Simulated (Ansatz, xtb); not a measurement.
## Two conformers of CH4BrFSi

Structure a: `F[SiH2]CBr`, a singlet. Structure b: `F[SiH2]CBr`, a singlet. Both are isolated molecules in the gas phase, relaxed with B3LYP-D3(BJ)/def2-SVP.

a (Å):

| atom | x (Å) | y (Å) | z (Å) |
| --- | --- | --- | --- |
| C | 0.4446 | -0.2502 | -0.7565 |
| Br | 0.4565 | 0.8563 | -2.3881 |
| F | 0.1318 | 0.0310 | 2.0603 |
| Si | 0.1474 | 0.9174 | 0.6901 |
| H | 1.2561 | 1.8981 | 0.7803 |
| H | -1.1741 | 1.5739 | 0.5428 |
| H | -0.3497 | -0.9983 | -0.8813 |
| H | 1.4147 | -0.7629 | -0.7088 |

b (Å):

```xyz
8

C    -1.1297    1.3138    0.4452
Br   -1.4921   -0.5272   -0.1452
F     0.1432    0.5739    2.8965
Si    0.4135    1.3907    1.5165
H     1.5650    0.7763    0.8126
H     0.6790    2.8120    1.8725
H    -1.0173    1.9251   -0.4623
H    -2.0227    1.6579    0.9858
```

Energies in hartree; the thermal terms are from B3LYP-D3(BJ)/def2-SVP harmonic frequencies (ideal gas, rigid rotor, one conformer each, 298.15 K, 1 atm) and include the zero-point energy:

|  | a | b |
| --- | --- | --- |
| E, CCSD(T)/def2-SVP | −3001.230358 | −3001.228488 |
| E, MP2/def2-SVP | −3001.182998 | −3001.181055 |
| E, MP2/def2-TZVPP | −3001.949948 | −3001.947835 |
| zero-point energy | 0.047792 | 0.047704 |
| H(298 K) − E | 0.054412 | 0.054279 |
| G(298 K) − E | 0.016938 | 0.016710 |

Correct the CCSD(T) difference for the basis set by the MP2 change, then work out ΔE, ΔE₀, ΔH and ΔG for a → b in kcal/mol (1 Eh = 627.51 kcal/mol) and the equilibrium ratio [b]/[a].

1. Differences b − a: CCSD(T) +0.001870, MP2 in the small set +0.001943, MP2 in the large set +0.002113 Eh.
2. ΔE = +0.001870 + (+0.002113 − (+0.001943)) = +0.002040 Eh = +1.28 kcal/mol.
3. ΔE₀ = ΔE + ΔZPE = +0.002040 + (−0.000088) Eh = +1.22 kcal/mol.
4. ΔH = ΔE + (−0.000133) Eh = +1.20 kcal/mol.
5. ΔG = ΔE + (−0.000228) Eh = +1.14 kcal/mol, so ΔS = (ΔH − ΔG)/T = +0.8 J/(mol K).
6. kT = 0.9442 mEh, so K = [b]/[a] = exp(−ΔG/kT) = exp(−1.92) ≈ 0.15.

Structure a is favoured at this temperature. An error of 1 kcal/mol in ΔG would change K by a factor of 5.4. Mirror images and further conformers aren't counted.

Other levels gave ΔE = +1.1 (B3LYP-D3(BJ)/def2-SVP); +1.1 (HF/def2-SVP); +1.2 (MP2/def2-SVP); +1.2 (CCSD(T)/def2-SVP) kcal/mol. The correlated steps freeze 16 core orbitals; the filled d shell of Br is correlated, in a basis made for valence electrons. Programs: Ansatz 0.2.0.
